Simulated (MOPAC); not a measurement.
A run for MOPAC: AM1 on C2H6O3 (a complex), monomers drawn apart or pushed together.

```
AM1 1SCF PRECISE CHARGE=0 THREADS=1
C2H6O3

C     -0.18959984 1    -0.35027155 1     0.18298513 1
O      0.48929812 1    -0.80551941 1     1.35222821 1
H     -0.90401098 1     0.44544238 1     0.41406080 1
H     -0.72878482 1    -1.20179257 1    -0.22782492 1
H      0.51964067 1     0.01102285 1    -0.56553982 1
H      0.93739835 1    -0.05470029 1     1.77985290 1
O      0.78400874 1     1.02833557 1     4.23697933 1
C     -0.02639042 1     0.39420743 1     4.87427335 1
O     -0.68212481 1    -0.67349733 1     4.44877196 1
H     -0.31040483 1     0.64769860 1     5.90340760 1
H     -0.39375880 1    -0.86478578 1     3.51255309 1
```

The log:

```
*******************************************************************************
 **                                                                           **
 **                              MOPAC v23.2.5                                **
 **                                                                           **
 *******************************************************************************
 ** MOPAC's Digital Object Identifier: https://doi.org/10.5281/zenodo.6511958 **
 **                                                                           **
 ** Please cite the open-source release paper for use of this MOPAC version:  **
 ** J. E. Moussa and J. J. P. Stewart (2026)                                  **
 ** MOPAC: An open-source semiempirical molecular orbital program             **
 ** J. Open Source Softw., 11(119), 8025, https://doi.org/10.21105/joss.08025 **
 *******************************************************************************

                              AM1 CALCULATION RESULTS

 *******************************************************************************
 *  AM1        - The AM1 Hamiltonian to be used
 *
 *
 *
 *                 CHARGE ON SYSTEM = 0
 *
 *
 *
 *  PRECISE    - TIGHTER CRITERIA TO BE USED
 *  1SCF       - DO 1 SCF AND THEN STOP
 *  THREADS=1  - MULTI-THREADING NOT USED
 *  T=         - A TIME OF 172800.0 SECONDS REQUESTED
 *  DUMP=N     - RESTART FILE WRITTEN EVERY 7200.0 SECONDS REQUESTED
 *******************************************************************************
AM1 1SCF PRECISE CHARGE=0 THREADS=1
 C2H6O3

   ATOM   CHEMICAL          X               Y               Z
  NUMBER   SYMBOL      (ANGSTROMS)     (ANGSTROMS)     (ANGSTROMS)

     1       C         -0.18959984  *  -0.35027155  *   0.18298513  *
     2       O          0.48929812  *  -0.80551941  *   1.35222821  *
     3       H         -0.90401098  *   0.44544238  *   0.41406080  *
     4       H         -0.72878482  *  -1.20179257  *  -0.22782492  *
     5       H          0.51964067  *   0.01102285  *  -0.56553982  *
     6       H          0.93739835  *  -0.05470029  *   1.77985290  *
     7       O          0.78400874  *   1.02833557  *   4.23697933  *
     8       C         -0.02639042  *   0.39420743  *   4.87427335  *
     9       O         -0.68212481  *  -0.67349733  *   4.44877196  *
    10       H         -0.31040483  *   0.64769860  *   5.90340760  *
    11       H         -0.39375880  *  -0.86478578  *   3.51255309  *



          CARTESIAN COORDINATES

    NO.       ATOM           X           Y           Z

     1         C         -0.1896     -0.3503      0.1830
     2         O          0.4893     -0.8055      1.3522
     3         H         -0.9040      0.4454      0.4141
     4         H         -0.7288     -1.2018     -0.2278
     5         H          0.5196      0.0110     -0.5655
     6         H          0.9374     -0.0547      1.7799
     7         O          0.7840      1.0283      4.2370
     8         C         -0.0264      0.3942      4.8743
     9         O         -0.6821     -0.6735      4.4488
    10         H         -0.3104      0.6477      5.9034
    11         H         -0.3938     -0.8648      3.5126

  H: (AM1): M.J.S. DEWAR ET AL, J. AM. CHEM. SOC. 107 3902-3909 (1985)
  C: (AM1): M.J.S. DEWAR ET AL, J. AM. CHEM. SOC. 107 3902-3909 (1985)
  O: (AM1): M.J.S. DEWAR ET AL, J. AM. CHEM. SOC. 107 3902-3909 (1985)

           Empirical Formula: C2 H6 O3  =    11 atoms



      MOLECULAR POINT GROUP   :   C1


      RHF CALCULATION, NO. OF DOUBLY OCCUPIED LEVELS = 16


 -------------------------------------------------------------------------------
 AM1 1SCF PRECISE CHARGE=0 THREADS=1
 C2H6O3



     1SCF WAS SPECIFIED, SO BFGS WAS NOT USED
     SCF FIELD WAS ACHIEVED


                              AM1 CALCULATION
                                                       MOPAC v23.2.5 Linux




          FINAL HEAT OF FORMATION =       -153.01575 KCAL/MOL =    -640.21789 KJ/MOL


          COSMO AREA              =        123.78 SQUARE ANGSTROMS
          COSMO VOLUME            =        102.70 CUBIC ANGSTROMS

          IONIZATION POTENTIAL    =         11.360444 EV
          HOMO LUMO ENERGIES (EV) =        -11.360  1.162
          NO. OF FILLED LEVELS    =         16
          MOLECULAR WEIGHT        =         78.0676         POINT GROUP:  C1

          MOLECULAR DIMENSIONS (Angstroms)

            Atom       Atom       Distance
            H    10    H     5     6.55298
            O     7    H     4     2.74746
            O     2    H     3     1.98058


          SCF CALCULATIONS        =          1





   ATOM   CHEMICAL          X               Y               Z
  NUMBER   SYMBOL      (ANGSTROMS)     (ANGSTROMS)     (ANGSTROMS)

     1       C         -0.18959984  *  -0.35027155  *   0.18298513  *
     2       O          0.48929812  *  -0.80551941  *   1.35222821  *
     3       H         -0.90401098  *   0.44544238  *   0.41406080  *
     4       H         -0.72878482  *  -1.20179257  *  -0.22782492  *
     5       H          0.51964067  *   0.01102285  *  -0.56553982  *
     6       H          0.93739835  *  -0.05470029  *   1.77985290  *
     7       O          0.78400874  *   1.02833557  *   4.23697933  *
     8       C         -0.02639042  *   0.39420743  *   4.87427335  *
     9       O         -0.68212481  *  -0.67349733  *   4.44877196  *
    10       H         -0.31040483  *   0.64769860  *   5.90340760  *
    11       H         -0.39375880  *  -0.86478578  *   3.51255309  *

                             CARTESIAN COORDINATES

   1    C       -0.189599840    -0.350271550     0.182985130
   2    O        0.489298120    -0.805519410     1.352228210
   3    H       -0.904010980     0.445442380     0.414060800
   4    H       -0.728784820    -1.201792570    -0.227824920
   5    H        0.519640670     0.011022850    -0.565539820
   6    H        0.937398350    -0.054700290     1.779852900
   7    O        0.784008740     1.028335570     4.236979330
   8    C       -0.026390420     0.394207430     4.874273350
   9    O       -0.682124810    -0.673497330     4.448771960
  10    H       -0.310404830     0.647698600     5.903407600
  11    H       -0.393758800    -0.864785780     3.512553090


           Empirical Formula: C2 H6 O3  =    11 atoms



      MOLECULAR POINT GROUP   :   C1


                  EIGENVALUES
 -40.98414 -37.73064 -37.33826 -27.49606 -24.76753 -19.02409 -18.41919 -18.20791
 -16.53797 -15.57205 -15.45843 -14.56618 -12.68757 -12.64473 -11.69591 -11.36044
   1.16216   2.45613   3.48747   4.07651   4.11703   4.24232   4.63566   4.81607
   6.11727   6.63516


              NET ATOMIC CHARGES AND DIPOLE CONTRIBUTIONS

  ATOM NO.   TYPE          CHARGE      No. of ELECS.   s-Pop       p-Pop
    1          C          -0.062050        4.0621     1.22378     2.83827
    2          O          -0.354281        6.3543     1.87086     4.48343
    3          H           0.053769        0.9462     0.94623
    4          H           0.093810        0.9062     0.90619
    5          H           0.057640        0.9424     0.94236
    6          H           0.213044        0.7870     0.78696
    7          O          -0.370995        6.3710     1.90862     4.46238
    8          C           0.267120        3.7329     1.24569     2.48719
    9          O          -0.297738        6.2977     1.86316     4.43458
   10          H           0.145644        0.8544     0.85436
   11          H           0.254038        0.7460     0.74596
 DIPOLE           X         Y         Z       TOTAL
 POINT-CHG.    -1.388     0.030     0.071     1.390
 HYBRID         0.237     0.489    -0.333     0.637
 SUM           -1.151     0.519    -0.262     1.289


          ATOMIC ORBITAL ELECTRON POPULATIONS

     Atom    s        px        py        pz
    1  C   1.22378   0.95996   0.99997   0.87834
    2  O   1.87086   1.70728   1.36360   1.41254
    3  H   0.94623
    4  H   0.90619
    5  H   0.94236
    6  H   0.78696
    7  O   1.90862   1.30944   1.51142   1.64151
    8  C   1.24569   0.78027   0.78071   0.92621
    9  O   1.86316   1.62374   1.45201   1.35882
   10  H   0.85436
   11  H   0.74596

 **********************
 *                    *
 * JOB ENDED NORMALLY *
 *                    *
 **********************




 == MOPAC DONE ==
```

The run finished.

Cost: about 0.020 core-seconds (a rough figure).
